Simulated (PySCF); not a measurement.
NMR parameters of [BBrH3]-

[BBrH3]-, point group C3v.

Bonds (- single, = double, # triple, : aromatic): B1-Br2 2.126 Å. B1 carries H3, H4, H5. Formal charges: B1 -1.

Total charge -1.

GIAO calculations in PySCF 2.14 on the PBE0-D3(BJ)/def2-SVP structure: isolated species, non-relativistic, equivalent atoms averaged; basis pcSseg-1.

(1) Give the isotropic shieldings (ppm) with KT2, PBE0.

(2) And the chemical shifts, against references computed in the same way?

(3) Which part of the shielding of Br2 depends on the functional?

(4) What couplings does B3LYP/pcJ-1 (pcSseg-1 on Br) give?

Results:

(1) 
```csv
atoms,environment,KT2,PBE0
Br2,bromine bonded to B,3005,3030
B1,"boron bonded to Br, 3 H",122.6,122.2
H3/H4/H5,hydrogen on a boron bonded to Br,28.71,28.83
HOMO–LUMO gap (eV),–,6.31,8.53
```

(2) 
```json
{"atoms": "Br2", "nucleus, reference": "79Br, HBr", "KT2": "-428", "PBE0": "-446"}
{"atoms": "B1", "nucleus, reference": "11B, BF3·OEt2", "KT2": "-22.7", "PBE0": "-21.5"}
{"atoms": "H3/H4/H5", "nucleus, reference": "1H, TMS", "KT2": "2.47", "PBE0": "2.44"}
```

(3) Diamagnetic: KT2 3128, PBE0 3125 ppm; paramagnetic: KT2 -124, PBE0 -94 ppm. The diamagnetic part, set mainly by inner electrons, hardly moves; the paramagnetic part goes with low-lying magnetically allowed excitations and carries the spread.

(4) 1J(B1,H3) = 116.4, 2J(H3,H4) = -5.7 Hz (averaged over equivalent pairs; isotopes 11B, 1H).

Relativistic effects, spin–orbit coupling among them, are left out; they matter for Br and for the light atoms bonded to it.
